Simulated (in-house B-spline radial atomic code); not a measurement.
## Ionising Sm with different functionals

Computed with a B-spline radial code for spherical atoms: scalar-relativistic (spin-free X2C) Hamiltonian, Fermi nucleus of rms radius 5.0819 fm, spin-polarised at highest spin, spherical fractional occupations for the functionals, the average over the highest-spin determinants for Hartree-Fock. The ionisation energy is the difference of two self-consistent energies, [Xe] 4f6 6s2 → [Xe] 4f6 6s1, without Breit or QED terms; ε is the level of the shell that loses the electron (its least bound occupied spin orbital). There is no spin-orbit coupling in this Hamiltonian.

Hybrids are left out here: with spherical fractional occupations of an open shell their exact exchange keeps a self-interaction that integer-occupation calculations don't have.

```tsv
method	rung	ΔSCF (eV)	-ε(6s) (eV)
Hartree-Fock	Hartree-Fock	4.58	4.75
LDA VWN5	LDA	5.77	3.56
LDA PW92	LDA	?	?
LDA exchange-only	LDA	4.70	2.74
PBE	GGA	5.56	3.43
PBEsol	GGA	5.53	3.45
BLYP	GGA	5.59	3.31
RPBE	GGA	5.52	3.38
PW91	GGA	5.59	3.46
BP86	GGA	5.71	3.57
AM05	GGA	5.48	3.39
OLYP	GGA	5.38	3.14
TPSS	meta-GGA	?	?
SCAN	meta-GGA	5.19	3.40
r2SCAN	meta-GGA	5.23	3.44
revTPSS	meta-GGA	5.43	3.44
```

(1) What does LDA PW92 give?

(2) What does TPSS give?

(3) How do they compare with the NIST value?

Results:

(1) ΔSCF 5.77 eV, and -ε(6s) = 3.57 eV.

(2) ΔSCF 5.42 eV, and -ε(6s) = 3.41 eV.

(3) NIST lists 5.644 eV (measured, ground level to ground level). Errors run from -1.06 to +0.13 eV; PW91 is closest (-0.05 eV), but part of that can be cancellation, since the calculations leave out spin-orbit coupling, Breit-QED terms, multiplet and fine-structure energies. Hartree-Fock also lacks correlation.
